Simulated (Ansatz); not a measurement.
Input file for Ansatz (an electronic-structure program): U-CCSD(T)/cc-pVDZ on aminoborane (SMILES BN), a point of a bond scan (R = 3.817 Å).

Ansatz 0.2 input:
```yaml
crystal:
  periodic: [false, false, false]
  atoms:
    - {symbol: B, position_ang: [-0.77598333, 0.04477233, -0.00303336]}
    - {symbol: N, position_ang: [0.60927771, -0.03515382, 0.00238170]}
    - {symbol: H, position_ang: [-2.81704707, -3.17969378, -0.09270757]}
    - {symbol: H, position_ang: [-1.29389237, 1.11910141, 0.02047198]}
    - {symbol: H, position_ang: [1.20971392, 0.77280035, 0.02532482]}
    - {symbol: H, position_ang: [1.11296685, -0.90681330, -0.01624534]}
basis:
  gaussian:
    orbitals: cc-pVDZ
correlation: {method: ccsd_t, electrons: outside_noble_gas}
scf: {omitted_lower_state_checks: [cluster_reference]}
magnetization: {spin_polarized: true, initial_magnetization: 0}
```

The head of its log:

```
WARN ansatz: RAYON_NUM_THREADS=1 ignored (pool sized by the plan → 1); use --threads N
Functional definition: HF
these checks for a lower state are left out or cut short: cluster_reference
integrals: 0.02 GiB planned
439 factors; integrals over basis functions are off by at most 1.3e-3 eV
mean field: 0.08 GiB planned
mean field evaluation 1: about -2206.6118 eV, gradient 2.0e1 eV
mean field evaluation 2: about -2206.6118 eV, gradient 2.0e1 eV
mean field evaluation 4: about -2209.9483 eV, gradient 5.6e0 eV
mean field evaluation 8: about -2210.3161 eV, gradient 6.3e-2 eV
mean field evaluation 16: about -2213.7844 eV, gradient 2.4e0 eV
mean field evaluation 32: about -2213.8828 eV, gradient 5.2e-3 eV
mean field -2213.88280336 eV, -81.3586923999 hartree, gradient 6.5e-6 eV, S^2 0.999662; 4 other end points of the search recorded, 0 dependent functions left out
2 core orbitals not correlated
reference -2213.88280336 eV, -81.3586923999 hartree; 6, 6 occupied and 40, 40 virtual orbitals, 439 factors
```

What total energy does the run end on?

-81.6286 hartree (reference determinant -81.3587, T1 diagnostic 0.015). Its determinant has ⟨S²⟩ = 1.00, a mixture of spin states.
